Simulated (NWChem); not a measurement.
# isocyanic acid (CHNO); SMILES N=C=O

```xyz
4

N      0.1655     1.1780     0.0000
C     -0.0132    -0.0279     0.0000
O     -0.0298    -1.2024     0.0000
H     -0.5663     1.8721     0.0000
```
Atoms are numbered in this order, from 1.

Results from NWChem. Pople sets run with spherical d functions. All runs use the structure optimised with B3LYP/6-31G* (spherical d). GIAO values for the isolated, static molecule; σ is the absolute isotropic shielding.

Task: Taking PBE0/pcSseg-2 as the yardstick, which of these has the fewest basis functions while keeping “σ C2 (ppm)” within 10 ppm of it: PBE0/6-311G**; PBE0/IGLO-III; PBE0/def2-TZVP; PBE0/6-31G*; PBE0/IGLO-II; PBE0/def2-SVP?

Result: PBE0/6-311G**.
```csv
level,basis functions,σ C2 (ppm),relative time (rough)
PBE0/6-31G*,44,72.3,1
PBE0/def2-SVP,47,68.2,1
PBE0/6-311G**,60,50.7,2
PBE0/IGLO-II,72,51.1,2
PBE0/def2-TZVP,99,48.8,6
PBE0/IGLO-III,115,43.5,10
PBE0/pcSseg-2,122,42.7,10
```

The yardstick is one finite set, not the basis-set limit.
